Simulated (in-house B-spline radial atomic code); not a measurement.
## RPA and G0W0 on PBE: Sr28+

Configuration [He] 2s2 2p6, mean-field start PBE. Computed with an all-electron radial atomic-structure program (B-spline basis): all electrons, non-relativistic, point nucleus, each spin shell either full or empty, empty states to l = 9 with an (l + 1/2)⁻⁴ tail; G0W0 by contour deformation at full frequency.

Without relativity these are model numbers: it shifts the levels of so heavy an element strongly and can reorder them.

Command:
```bash
python run_gw.py task.json out
```
Settings (radii: box in bohr, nucleus in fm):
```
Z                        38
electrons                10
configuration            [He] 2s2 2p6
hamiltonian              nr
method                   pbe,pbe
lmax                     9
spin_polarised           False
box_radius               3.2
intervals                46
```

Run time, properties included: 0.4 s on 1 thread of Arm Neoverse V2 (shared host).

Energies (hartree):

| term | value |
| --- | --- |
| mean-field total | -2570.15763 |
| Hartree-Fock functional on these orbitals | -2570.34029 |
| direct second order | -0.65699 |
| second-order exchange | 0.22974 |
| SOSEX correction | 0.22522 |

**Question.** What is the RPA correlation energy, and what remains with SOSEX?

**Answer.** RPA gives -0.63837 hartree (-1.74 eV per electron); RPA + SOSEX gives -0.41314, and the second-order doubles -0.42725 hartree (no singles). RPA lacks exchange-type terms and so overcorrelates at short range.

Quasi-particle levels (eV):

| level | occupied | mean field | Σx - vxc | Σc | QP weight | G0W0 |
| --- | --- | --- | --- | --- | --- | --- |
| 2p | yes | -3264.87 | -77.04 | ? | ? | ? |
| 2s | yes | -3431.98 | -94.05 | 3.77 | 0.997 | -3522.26 |
| 1s | yes | -17047.67 | -266.27 | 23.81 | 0.990 | -17290.13 |
| 3s | no | -1388.45 | 25.93 | -0.94 | 1.000 | -1363.47 |

G0W0 = mean field + (Σx - vxc) + Σc, with Σc (partial-wave tail included) taken at the quasi-particle energy.

**Question.** Where does G0W0 put 2p?

**Answer.** At -3339.99 eV, with Σc = 1.93 eV and a quasi-particle weight of 0.997. The tabulated removal energy is 3344.7 ± 1.9 eV (NIST, semi-empirical); the calculation leaves out relativity, Breit and QED terms, and what these don't explain is the method's own error.
